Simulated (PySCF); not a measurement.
C5H9OP.
Cartesian coordinates in Å at the GFN2-xTB level; atoms count from 1:
```xyz
16
C5H9OP angstrom
C      2.2060    0.3817    0.0889
C      0.7212    0.2765    0.0310
C     -0.1382    1.2601    0.2920
P     -1.8422    0.7067    0.1147
O     -2.8427    1.1075    1.1051
C     -1.3491   -1.0598    0.0383
C      0.1188   -1.0420   -0.3874
H      2.6001   -0.3171    0.8264
H      2.6374    0.1186   -0.8768
H      2.5190    1.3876    0.3551
H      0.1334    2.2573    0.5948
H     -2.2042    1.0358   -1.1956
H     -1.9791   -1.6546   -0.6219
H     -1.4616   -1.4467    1.0555
H      0.1975   -1.1257   -1.4753
H      0.6758   -1.8768    0.0440
```

Probes without a nucleus sit at each ring's centroid and 1 Å off its mean plane on both sides; NICS is minus the shielding there, NICSzz its component along the normal. Level: GIAO PBE0/pcSseg-1 (PySCF, non-relativistic, gas phase) on the GFN2-xTB geometry, one conformer.

Ring bond lengths (Å), with Mayer bond orders in brackets: C2–C3 1.332 (1.81), C3–P4 1.800 (0.88), P4–C6 1.836 (0.90), C6–C7 1.528 (1.01), C7–C2 1.509 (1.00).

**Question.** Give the NICS values of each ring in ppm.

**Answer.** 
```csv
ring,type,NICS(0),"NICS(1), two faces","NICS(1)zz, two faces",rms pucker (Å),"centre to ring atoms, mean (Å)"
C2–C3–P4–C6–C7,"5-membered ring with P; formal bonds 1 double, 4 single",-3.4,-3.7 / -4.3,-1.9 / -3.2,0.12,1.35
```

**Question.** What do they say, and how far can they be read as aromaticity?

**Answer.** 
- C2–C3–P4–C6–C7: mean NICS(1)zz -2.5 ppm, near zero. P4, C6, C7 have four or more neighbours, so the value isn't read as a sign of a π ring current.

**Question.** What is the mean of the two in-plane components of NICS at the first NICS(1) probe listed for ring C2–C3–P4–C6–C7, 1 Å off the ring?

**Answer.** The isotropic value is a third of the trace: (3 × -3.7 − (-1.9))/2 = -4.6 ppm.

**Question.** List the ring angles and the Hirshfeld charges of the ring atoms.

**Answer.** 
- C2–C3–P4–C6–C7: C2 116.2° (+0.034 e), C3 111.4° (-0.119 e), P4 92.6° (+0.397 e), C6 105.0° (-0.112 e), C7 108.4° (-0.067 e); sum 533.6° against 540° for a flat convex ring.

**Question.** What are the shieldings of the ring atoms and their hydrogens in the same run (means over atoms taken as equivalent)?

**Answer.** 
| atoms | environment | σ isotropic (ppm) | principal values of the symmetric part, first atom (ppm) |
| --- | --- | --- | --- |
| C2 | fully substituted alkene carbon | 19.0 | -102.6, 6.6, 152.9 |
| C3 | alkene CH carbon | 56.4 | -39.4, 70.6, 137.9 |
| P4 | phosphoryl phosphorus | 305.7 | 155.3, 268.4, 493.3 |
| C6 | sp3 carbon bound to phosphorus | 154.1 | 128.3, 158.8, 175.2 |
| C7 | allylic carbon | 152.3 | 133.4, 146.6, 177.0 |
| H11 | vinylic hydrogen | 25.61 | 23.7, 25.3, 27.9 |
| H12 | P–H hydrogen | 23.52 | 19.9, 22.6, 28.0 |
| H13 | methylene hydrogen | 29.64 | 25.7, 27.8, 35.4 |
| H14 | methylene hydrogen | 29.87 | 26.0, 28.1, 35.5 |
| H15 | methylene hydrogen | 29.61 | 25.4, 28.5, 34.9 |
| H16 | methylene hydrogen | 29.43 | 24.4, 29.2, 34.7 |

On Arm Neoverse N1, one thread, shared host with 64 logical CPUs at a one-minute load of 60, this took 50 s wall (grids of density and orbitals included) and 0.77 GiB of memory at its peak. This is the whole shielding run at PBE0/pcSseg-1, SCF included.
